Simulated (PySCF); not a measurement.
Unknowns

One conformer, non-relativistic, in vacuum, averaged over atoms made equivalent by symmetry, fast rotation or ring inversion. Coordinates at the GFN2-xTB level; NMR shieldings at PBE0/pcSseg-1/GIAO; PySCF 2.14.0 with density-fitted response routines.

References, each an isolated molecule treated in the same way: 1H, 13C against TMS. Splittings of carbon signals by F and P are missing where no couplings were computed. Where no couplings were computed, multiplicities follow the n + 1 count of equivalent neighbours, and m marks all less simple cases (inequivalent or close neighbours, rings, F or P nearby). Shifts are as computed. Against solution values, carbons near 30 ppm lie about +3 ppm off and those near 130 ppm about +5 ppm. Of 1211 compounds with measured shifts, 218 miss one by over three times the rms of a fit or turn the order of signals round; such compounds aren't used in these exercises. OH and NH positions are gas-phase values without hydrogen bonding to other molecules.

(1) C6H13F. 1H NMR (500 MHz, computed): δ 4.86 (m, 2H), 1.72 (m, 2H), 0.97 (s, 9H). 13C{1H} NMR (computed): δ 84.7 (CH2), 47.7 (CH2), 31.6 (CH3), 30.8 (C). What is it?

(2) C6H14N2. 1H NMR (600 MHz, computed): δ 3.05 (m, 1H), 3.02 (m, 1H), 2.51 (s, 3H), 1.57 (m, 1H), 1.51 (m, 1H), 1.50 (m, 1H), 1.41 (m, 1H), 1.19 (br s, 1H), 1.06 (m, 1H), 1.06 (d, 3H). 13C{1H} NMR (computed): δ 65.7, 52.0, 46.2, 38.2, 33.2, 23.2. What is it?

(3) C3H4F4O. 1H NMR (300 MHz, computed): δ 5.87 (m, 1H), 3.98 (s, 3H). 13C{1H} NMR (computed): δ 126.1 (C), 116.0 (CH), 52.6 (CH3). Give a structure.

## Answers

(1) SMILES C(CC(C)(C)C)F. Rings plus π bonds: 0. 4 carbon signals for 6 carbons: some carbons are equivalent by symmetry or fast rotation. Carbon types of the structure: 1 × C, 2 × CH2, 3 × CH3, which accounts for all hydrogens. δC 84.7: sp3 CH2 bonded to F; pulled downfield by the heteroatom. δC 31.6: methyl carbon; saturated and bonded to C and H only. δC 30.8: quaternary sp3 carbon; aliphatic region, no heteroatom directly attached. δH 4.86: hydrogen on an sp3 CH2 bonded to F; its carbon carries F, hence the downfield position.

This is the structure that produced the data.

(2) `InChI=1S/C6H14N2/c1-6-4-3-5-7-8(6)2/h6-7H,3-5H2,1-2H3/t6-/m0/s1`. Rings plus π bonds: 1 (1 ring in the answer). 6 carbon signals for 6 carbons: no two carbons are equivalent. Carbon types of the structure: 1 × CH, 3 × CH2, 2 × CH3, leaving 1 H on heteroatoms. δC 65.7: sp3 CH bonded to N; the inductive effect lowers its shielding. δC 46.2: methyl carbon bonded to N; pulled downfield by the heteroatom. δC 38.2, 33.2: sp3 CH2 in a ring; a saturated carbon with 2 carbon neighbours and no heteroatom attached. δH 1.19: hydrogen on a nitrogen bonded to O or N; labile proton, position sensitive to the medium.

The shifts were computed for this structure.

(3) SMILES FC(C(OC)(F)F)F. The formula gives 0 degrees of unsaturation. 3 carbon signals for 3 carbons: no two carbons are equivalent. Carbon types of the structure: 1 × C, 1 × CH, 1 × CH3, which accounts for all hydrogens. δC 126.1: fully substituted sp3 carbon bonded to 2 F and O; 3 electronegative neighbours deshield it. δC 116.0: sp3 CH bonded to 2 F; 2 electronegative neighbours deshield it. δC 52.6: methyl carbon bonded to O; the inductive effect lowers its shielding. δH 3.98: hydrogen on a methyl carbon bonded to O; its carbon carries O, hence the downfield position.

This is the structure that produced the data.
